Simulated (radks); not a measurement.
The nuclear charge of the gadolinium ion Gd+ is varied continuously with 63 electrons held in [Xe] 4f7 5d1 6s1. All-electron calculation, scalar-relativistic Kohn-Sham, PBE, spin-polarised, spherical densities, point nucleus; open shells are filled with parallel spins first (spin-orbit coupling, left out, can overturn this in heavy ions). Program: a radial shooting solver on a logarithmic mesh with Libxc functionals. By the Hellmann-Feynman theorem dE/dZ = E(electron-nucleus)/Z, the electronic potential at the nucleus. The scalar-relativistic energy here is not variational (the density holds large components alone), so the two differ by a part that grows with Z.

| Z | E (hartree) | E(electron-nucleus)/Z (hartree) | HOMO | e(HOMO) (eV) | <r> HOMO (bohr) |
|---|---|---|---|---|---|
| 63 | -10844.3210 | -419.654 | 5d | -1.360 | 3.586 |
| 63.1 | -10886.5690 | -420.634 | 5d | -1.947 | 3.385 |
| 63.2 | -10928.9163 | -421.612 | 5d | -2.585 | 3.222 |
| 63.3 | -10971.3627 | -422.590 | 5d | -3.268 | 3.086 |
| 63.4 | -11013.9083 | -423.567 | 5d | -3.992 | 2.971 |
| 63.5 | -11056.5529 | -424.543 | 5d | -4.752 | 2.872 |
| 63.6 | -11099.2965 | -425.518 | 5d | -5.547 | 2.784 |
| 63.7 | -11142.1390 | -426.493 | 5d | -6.374 | 2.707 |
| 63.8 | -11185.0803 | -427.468 | 5d | -7.231 | 2.637 |
| 63.9 | -11228.1206 | -428.443 | 5d | -8.117 | 2.574 |
| 64 | -11271.2598 | -429.417 | 5d | -9.030 | 2.517 |
| 64.1 | -11314.4978 | -430.391 | 5d | -9.969 | 2.465 |
| 64.2 | -11357.8346 | -431.366 | 5d | -10.932 | 2.416 |
| 64.3 | -11401.2704 | -432.340 | 5d | -11.920 | 2.371 |
| 64.4 | -11444.8050 | -433.314 | 6s | -12.810 | 3.393 |
| 64.5 | -11488.4386 | -434.289 | 6s | -13.602 | 3.347 |
| 64.6 | -11532.1710 | -435.264 | 6s | -14.409 | 3.304 |
| 64.7 | -11576.0024 | -436.238 | 6s | -15.230 | 3.262 |
| 64.8 | -11619.9328 | -437.213 | 6s | -16.065 | 3.222 |
| 64.9 | -11663.9622 | -438.189 | 6s | -16.914 | 3.183 |
| 65 | -11708.0906 | -439.164 | 6s | -17.777 | 3.146 |

The central difference of E at Z = 64 is -431.886 hartree, to compare with the third column; the second derivative is -9.89 hartree.
